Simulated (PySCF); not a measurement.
# Working with the constants of GaN⁺

UHF-CCSD(T) constants of GaN⁺, ⁴Σ⁻ (quartet), unpaired electrons σ ↑, π ↑↑ (basis Ga 6-31G(d,p), N 6-31G(d,p); no relativity; PySCF 2.14; masses 68.9256 and 14.0031 u):

```
ωe            : 86.8 cm⁻¹
ωexe          : 2.96 cm⁻¹
Be            : 0.16623 cm⁻¹
αe            : 0.00580 cm⁻¹
De to Ga⁺ + N : 0.097 eV
```

Task: What force constant and bond length do these constants imply?

Result: Reduced mass μred = 11.639 u; k = 5.8918×10⁻⁷·μred·ωe² (u, cm⁻¹, mdyn/Å) = 0.0517 mdyn/Å; Re = √(16.8576/(μred·Be)) (u, cm⁻¹, Å) = 2.952 Å.

Task: Estimate the centrifugal constant D from the Kratzer relation and find the Dunham coefficient a1.

Result: D = 4Be³/ωe² = 2.44e-06 cm⁻¹; a1 = −1 − αeωe/(6Be²) = -4.04.

Correlated steps freeze 10 core orbitals. The bond is weak. Basis-set superposition, not corrected here, can be much of De in a small basis, most of all at correlated wavefunction levels. Spin–orbit coupling is left out. For an ion De counts to the pair picked by the measured ionisation energies or electron affinities, which need not be the lowest pair at this level. The state is the lowest determinant that a PBE0 search found; another state may lie lower at other levels.
